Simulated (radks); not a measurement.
Results of a calculation; reference values are marked as such.
Initial-state core-level shifts of the ruthenium ion Ru+ when its valence configuration changes from [Kr] 4d7. Level of theory: scalar-relativistic Kohn-Sham, PBEsol, spin-unpolarised, spherical densities, finite nucleus; Fermi nuclear charge, rms radius 4.4809 fm (a radial shooting solver on a logarithmic mesh with Libxc functionals). Shifts are changes of the shell-averaged eigenvalues in eV (positive: less bound); the change of the density at the nucleus, which sets a Mossbauer isomer shift, is in e/bohr^3, on a base of 1.123e+05.

valence               1s       3s       3d       4p  density at nucleus
4d5 5p2          -10.945  -11.256  -11.301  -10.064               +5.31
4d6 5p1           -5.290   -5.439   -5.457   -4.964               +2.17
4d6.5 5p0.5       -2.595   -2.667   -2.675   -2.459               +0.96
4d6 5s1           -3.941   -4.105   -4.127   -3.613              +20.92
4d5 5s2           -8.344   -8.671   -8.722   -7.499              +46.72
4d5.5 5p1.5       -8.075   -8.304   -8.334   -7.502               +3.62
4d5.5 5s1 5p0.5   -6.764   -7.004   -7.038   -6.199              +23.62
